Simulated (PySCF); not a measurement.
# Nuclear quadrupole coupling in `C=C[P-]c1ccco1`

Compound: C6H6OP (charge -1).
Structure used (GFN2-xTB), in Å, numbered top down from 1:
```xyz
14
C6H6OP angstrom
C     -3.4054   -0.3003    0.0731
C     -2.0693   -0.2248    0.1404
P     -1.0526    0.8704   -0.8188
C      0.5417    0.4085   -0.2013
C      1.7672    0.9315   -0.5796
C      2.7446    0.2598    0.1773
C      2.0791   -0.6252    0.9675
O      0.7395   -0.5450    0.7471
H     -3.9777    0.3234   -0.5948
H     -3.9662   -0.9925    0.6872
H     -1.5396   -0.8742    0.8283
H      1.9200    1.7002   -1.3111
H      3.8099    0.4085    0.1445
H      2.4079   -1.3408    1.6983
```

Field gradients from the PBE0/pcSseg-1 density (PySCF, non-relativistic), principal values in atomic units, ordered |Vxx| ≤ |Vyy| ≤ |Vzz|:

```csv
atom,Vxx,Vyy,Vzz
O8,-0.5822,-0.9422,1.5243
```

Q: Find the asymmetry η = (Vxx − Vyy)/Vzz and the couplings χ = eQV/h (234.96 MHz × Q in barn × V in au), with Q(17O) = −0.0256 b.

A: 
```tsv
atom	environment	nucleus	η	χzz (MHz)	χxx (MHz)	χyy (MHz)
O8	furan-type oxygen	17O	0.24	-9.17	3.50	5.67
```

Q: What is Vzz at O8 in SI units (1 au = 9.71736 × 10²¹ V/m²)?

A: 1.5243 au = 14.812 × 10²¹ V/m².

Q: And the gradient at the other heavy atoms, for which no coupling is worked out here?

A: 
| atom | environment | Vzz (au) | η |
| --- | --- | --- | --- |
| C1 | terminal =CH2 carbon | -0.096 | 0.25 |
| C2 | alkene CH carbon | 0.378 | 0.40 |
| P3 | phosphorus bonded to 2 C | 1.245 | 0.51 |
| C4 | substituted aromatic carbon | -0.428 | 0.35 |
| C5 | aromatic CH carbon | -0.039 | 0.09 |
| C6 | aromatic CH carbon | 0.198 | 0.49 |
| C7 | aromatic CH next to a ring oxygen | 0.358 | 0.26 |

Were the hydrogens deuterons (Q(2H) = 0.00286 b), χzz would run from 218 kHz (H11) to 240 kHz (H12).

The structure is a single GFN2-xTB conformer in the gas phase; no vibrational or solvent corrections. The pcSseg-1 basis has no diffuse functions, a weakness for an anion. The HOMO energy is positive at this level (+0.47 eV), so the outermost electrons may be held by the finite basis alone. GFN2-xTB bond lengths can be off by several hundredths of an ångström, more for odd bonds, and the gradients follow them. The small basis limits the accuracy of the gradients.
